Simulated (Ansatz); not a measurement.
Mo₃, relaxed as a quintet with UKS r2SCAN-D4/def2-TZVP in Ansatz, starting from the r2SCAN-D4/def2-TZVP geometry of the neutral singlet. Force threshold 0.02 eV/Å.

In the def2 sets Mo takes a core potential; there is no spin–orbit coupling. The charge 0 quintet is spin-contaminated (final ⟨S²⟩ up to 7.29, 6.00 for a pure state). The structure comes from a short search, and lower isomers may exist.

Start:

Cartesian coordinates in Å:
```
Mo -0.2923 -0.5605 1.1640
Mo 0.8658 -0.5086 -0.6323
Mo -0.5734 1.0691 -0.5317
```

(1) Estimate the energy that the relaxation releases and the steps that it takes.

(2) Does the start keep its bonding and symmetry?

(3) Predict the relaxed structure.

Results:

(1) 83.4 kJ/mol, in 5 steps; 26 s on 4 threads of Intel Xeon Platinum 8259CL on a shared host. No frequencies were taken in this run, so the end may be a saddle point.

(2) By distances, no bond broke or formed. The bond that changes most is Mo1–Mo3, from 2.37 to 2.74 Å (atoms count from 1). Point group C2v at the start, C2v at the end, both within 0.05 Å.

(3) 
```xyz
3

Mo   -0.260   -0.695    1.291
Mo    0.846   -0.497   -0.618
Mo   -0.586    1.192   -0.673
```
Bond lengths (bridged metal pairs left out): 3 × Mo–Mo 2.22 to 2.74 Å.
